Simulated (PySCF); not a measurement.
A GIAO shielding run with PySCF 2.14.0 with density-fitted response routines (density fitting, non-relativistic, gas phase) on SMILES F[Si@@H](CC(F)(F)F)[SiH2]P, C2H7F4PSi2:

```
$ OMP_NUM_THREADS=1 python probes_run.py task.json out

{"job": {"kind": "nmr", "xc": "PBE0", "basis": "pcSseg-1"}, "charge": 0, "multiplicity": 1}
F     -0.641133    -2.362825     1.127147
Si    -0.037735    -1.474923    -0.080672
C     -1.586837    -0.540560    -0.735485
C     -1.817180     0.742782    -0.004122
F     -1.879900     0.586790     1.328840
F     -0.823406     1.635347    -0.218288
F     -2.950863     1.369166    -0.361541
Si     1.648522    -0.170767     0.832032
P      2.720710     0.907163    -0.816474
H      0.213366    -2.483838    -1.107260
H     -1.496992    -0.296476    -1.792432
H     -2.477938    -1.154739    -0.607056
H      1.159219     0.719380     1.895948
H      2.660149    -1.044718     1.445496
H      1.792071     1.919799    -0.951155
H      3.510347     1.657364     0.033611
```

Hardware: 1 thread of an Intel Xeon Platinum 8259CL, shared host. The job also computes population analyses, field gradients.

Question: How large is the calculation?

Answer: 98 electrons, 209 basis functions and 1159 auxiliary functions.

Question: How long does it take, and how much memory does it need?

Answer: 74 s of wall time, with 12 SCF cycles and 4 response iterations; peak memory 0.94 GiB. Times on a shared host scatter by some tens of per cent.
